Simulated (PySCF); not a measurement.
Spinor energies of Lu⁴¹⁺ (lutetium, charge +41)

Start: [Ar] 3d10 4s2. Calculated with PySCF 2.14 in an uncontracted even-tempered set (16 s from 5 bohr⁻², ratio 2.8; 13 p from 6.5 bohr⁻², ratio 2.8; 8 d from 12 bohr⁻², ratio 2.8; 4 f from 27 bohr⁻², ratio 3): generalised Hartree-Fock with the X2C-1e Hamiltonian and a Gaussian nucleus; one run each with spin-orbit coupling (SO) switched off, then screened by Boettger's factors.

| spinor shell | electrons | ε, spin-free (eV) | ε, screened SO (eV) | weight of nominal j (screened SO) | rms radius, screened SO (bohr) |
| --- | --- | --- | --- | --- | --- |
| 1s1/2 | 2 | -65599.9 | -65584.3 | 1.000 | 0.0219 |
| 2s1/2 | 2 | -12883.3 | -12878.7 | 1.000 | 0.0883 |
| 2p1/2 | 2 | -11567.4 | -12366.0 | 1.000 | 0.0752 |
| 3s1/2 | 2 | -4358.6 | -4357.4 | 1.000 | 0.224 |
| 3p1/2 | 2 | -3953.3 | -4133.5 | 1.000 | 0.215 |
| 3p3/2 | 4 | -3953.3 | -3878.3 | 1.000 | 0.228 |
| 3d3/2 | 4 | -3483.2 | -3516.2 | 1.000 | 0.200 |
| 3d5/2 | 6 | -3483.2 | -3460.7 | 1.000 | 0.204 |
| 4s1/2 | 2 | -2053.8 | -2053.6 | 1.000 | 0.469 |

Q: Where does 2p3/2 lie, and what is the 2p spin-orbit splitting (screened SO)?

A: At -11239.0 eV, 1127.1 eV above 2p1/2.

| quantity | spin-free | screened SO |
| --- | --- | --- |
| E (hartree) | -13471.04472 | -13484.96790 |
| M_J | 0 | 0 |
| ⟨J²⟩ | 0.000 | 0.000 |
| ⟨L²⟩ | 0.000 | 0.051 |
| ⟨S²⟩ | 0.000 | 0.051 |

Breit and QED terms are absent; they matter most for the inner s and p1/2 levels.

Densities and radii are taken from the X2C orbitals without a picture-change correction, which distorts them close to the nucleus.

Without spin-orbit coupling the j labels of p, d and f shells carry no meaning; the spin-free column gives the mean over the occupied spinors of each nl shell.
